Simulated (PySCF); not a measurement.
Telling isomers of C$_{6}$H$_{7}$N apart by NMR

Method: GFN2-xTB geometry, σ from GIAO-PBE0/pcSseg-1, in PySCF 2.14.0 with density-fitted response routines (single conformer, one averaged value for each set of equivalent atoms, relativity neglected, gas phase).

Referencing at the same level of theory: ¹H (σ = 31.72 ppm), ¹³C (σ = 186.93 ppm) against TMS. Where no couplings were computed, multiplicities follow the n + 1 count of equivalent neighbours, and m marks all less simple cases (inequivalent or close neighbours, rings, F or P nearby). Shifts are as computed. Against solution values, carbons near 30 ppm lie about +3 ppm off and those near 130 ppm about +5 ppm. Of 1211 compounds with measured shifts, 218 miss one by over three times the rms of a fit or turn the order of signals round; such compounds aren't used in these exercises.

(1) Tabulate the signals of `C=CC/C=C\C#N`, `Cc1ccccn1`, `C=C/C=C/CC#N` and their relative energies.

(2) What is the quickest way to tell C=CC/C=C\C#N from Cc1ccccn1?

(3) What is the quickest way to tell C=CC/C=C\C#N from C=C/C=C/CC#N?

(4) What is the quickest way to tell Cc1ccccn1 from C=C/C=C/CC#N?

## Answers

(1) 
```tsv
SMILES	carbon types	δC	δH	E rel. (kcal/mol)
C=CC/C=C\C#N	1×C 3×CH 2×CH2	163.7, 142.8, 125.6, 120.7, 105.7, 44.0	6.55 (m, 1H), 5.94 (m, 1H), 5.58 (m, 1H), 5.49 (m, 1H), 5.38 (d, 1H), 3.38 (m, 2H)	42.4
Cc1ccccn1	1×C 4×CH 1×CH3	164.2, 155.2, 141.6, 127.6, 125.4, 27.6	8.82 (d, 1H), 7.86 (m, 1H), 7.38 (d, 1H), 7.20 (m, 1H), 2.77 (s, 3H)	0.0
C=C/C=C/CC#N	1×C 3×CH 2×CH2	144.4, 144.2, 131.6, 127.1, 121.1, 23.2	6.64 (m, 1H), 6.40 (m, 1H), 5.80 (m, 1H), 5.62 (m, 1H), 5.57 (m, 1H), 3.02 (d, 2H)	40.1
```

Energies are electronic energies at PBE0/pcSseg-1 on these geometries, without zero-point or thermal terms, each for the one conformer computed, which needn't be the lowest.

(2) Both give the same number of carbon signals, but DEPT or the intensities differ. The first has a terminal =CH2 carbon at 125.6 ppm, the second a methyl carbon on an aromatic ring (CH3) at 27.6 ppm. Their most deshielded carbons lie at 163.7 and 164.2 ppm. In the proton spectra the most deshielded non-exchanging signals are 6.55 (m, 1H) and 8.82 (d, 1H).

(3) Both give the same number of carbon signals, with the same numbers of each carbon type, so the positions decide. The first has an alkene CH at 105.7 ppm, the second an allylic sp3 CH2 at 23.2 ppm. Their most deshielded carbons lie at 163.7 and 144.4 ppm.

(4) Both give the same number of carbon signals, but DEPT or the intensities differ. The first has a methyl carbon on an aromatic ring (CH3) at 27.6 ppm, the second a terminal =CH2 carbon at 127.1 ppm. Their most deshielded carbons lie at 164.2 and 144.4 ppm. In the proton spectra the most deshielded non-exchanging signals are 8.82 (d, 1H) and 6.64 (m, 1H).
